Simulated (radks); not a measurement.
Pd XXIII, configuration [Ar] 3d6.

Calculated with a radial shooting solver on a logarithmic mesh with Libxc functionals: Dirac Kohn-Sham, PBE, spin-unpolarised, spherical densities, finite nucleus; open shells are shared between the two j in proportion to 2j + 1; Fermi nuclear charge, rms radius 4.5318 fm.

Energy parts (eV):
part                       energy
total                 -130205.939
kinetic                136300.252
electron-nucleus      -295980.462
Hartree                 32671.856
exchange-correlation    -3197.586

Orbitals (lengths in bohr, moments of r in powers of bohr; <r^-3> diverges for s and p1/2; r(90%) holds 90 % of the orbital's charge):
orbital  occ.  eigenvalue (eV)  <r^-3>  r(90%)      <r>
1s1/2       2        -24953.66       -  0.0571  0.03185
2s1/2       2        -4314.411       -   0.213   0.1375
2p1/2       2        -4063.328       -   0.191   0.1167
2p3/2       4        -3902.941    3272   0.197   0.1216
3s1/2       2        -1336.520       -   0.529   0.3615
3p1/2       2        -1239.568       -   0.523   0.3502
3p3/2       4        -1207.798   659.9   0.536   0.3592
3d3/2     2.4        -1043.876   104.7   0.504   0.3240
3d5/2     3.6        -1037.111   98.97   0.507   0.3267
4s1/2       0        -623.8822       -    1.04   0.7383
4p1/2       0        -585.9094       -    1.06   0.7440
4p3/2       0        -576.1218   205.1    1.08   0.7567

The highest occupied level is 3d5/2 at -1037.1 eV. For comparison, the ionisation energy in NIST's Atomic Spectra Database is 1065 eV (theoretical). In exact Kohn-Sham theory the highest level is minus the ionisation energy, but local and semilocal functionals leave it too shallow, through self-interaction and a potential that decays too fast; potentials with the right tail come closer. Summed over all electrons, <r^2> = 2.076 bohr^2, which gives a Langevin (diamagnetic) susceptibility term of -1.64 x 10^-6 cm^3/mol. The density falls to 0.001 e/bohr^3 at r = 1.09 bohr. The electron density at the nucleus is 1.327e+05 e/bohr^3.

Beside tabulated values, note that spin-unpolarised runs miss the spin-polarisation part of the exchange energy of open shells.
